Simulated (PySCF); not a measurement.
CH4OZn. Atoms are numbered in the order given.

```xyz
7

Zn     0.0000    -0.0320     0.0246
C     -0.1819     1.6820    -0.8298
H     -0.9438     2.2850    -0.3172
H     -0.4858     1.5545    -1.8779
H      0.7713     2.2274    -0.8037
O      0.2343    -1.6761     0.7050
H     -0.1232    -1.7904     1.6000
```

Coordinates come from a PBE-D3(BJ)/def2-TZVP optimisation. The isomer is the one that the SMILES or the coordinates give; other isomers of the formula were not compared. Other conformers were not sampled.

Calculation: PBE-D3(BJ)/def2-TZVP run with PySCF.

Frequencies are harmonic and unscaled.

| mode | ν (cm⁻¹) | IR (km/mol) | moving atoms (share of kinetic energy) |
|---|---|---|---|
| 1 | 13 | 76.9 | H 83 %, O 14 % |
| 2 | 150 | 6.5 | Zn 31 %, O 30 %, H 21 %, C 19 % |
| 3 | 155 | 0.1 | H 30 %, Zn 29 %, O 23 %, C 18 % |
| 4 | 527 | 3.1 | C 56 %, O 27 %, H 14 % |
| 5 | 665 | 116.3 | O 47 %, Zn 22 %, H 20 %, C 11 % |
| 6 | 687 | 11.1 | H 71 %, C 12 %, O 9 % |
| 7 | 703 | 27.2 | H 81 %, C 17 % |
| 8 | 750 | 55.3 | H 86 % |
| 9 | 1167 | 0.4 | H 82 %, C 18 % |
| 10 | 1406 | 0.8 | H 95 % |
| 11 | 1407 | 0.7 | H 95 % |
| 12 | 2980 | 8.2 | H 98 % |
| 13 | 3065 | 6.0 | H 91 %, C 9 % |
| 14 | 3067 | 6.0 | H 91 %, C 9 % |
| 15 | 3744 | 35.4 | H 94 % |
